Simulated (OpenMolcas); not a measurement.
A calculation on C³⁺.

| Item | Value |
| --- | --- |
| Program | OpenMolcas 26.06 |
| Method | RASSCF |
| Basis | ANO-RCC-VQZP [5s4p3d2f1g] |
| Scalar Hamiltonian | DKH2, point nucleus |
| Active space | 1 electron in 9 orbitals (RAS2 2s 2p; RAS3 3d, at most 1 electron) |
| State averaging | 2S+1 = 2 even, 1 root; 2S+1 = 2 odd, 3 roots |
| Spin-orbit coupling | RASSI with atomic mean-field integrals over the reference wave functions, term energies averaged over their components |

Problem. Which level of the active space comes out lowest?

Solution. 2s 2S 1/2, with 100 % of that term; it is also the measured ground level.

Problem. How high does 2p 2P* 3/2 lie?

Solution. 8.0784 eV above the lowest level; measured 8.0084 eV above the ground level, so the calculation is off by +1 %.

Problem. How high does 2p 2P* 1/2 lie?

Solution. 8.0660 eV above the lowest level; measured 7.9950 eV above the ground level, so the calculation is off by +1 %.

Measured values: Moore, Selected Tables of Atomic Spectra, NSRDS-NBS 3, section 3.

With one active electron outside closed inactive shells, the extra shells (3d) add no correlation to the reference. With one active electron the reference holds no correlation, so core polarisation is missing. Computed and measured levels are paired by configuration, term and J; levels that our copy of the source lacks, or whose pairing is in doubt (as where it misses far off the trend of its configuration), stay unpaired and out of the deviations. Only configurations of the active space appear.

* marks odd parity.
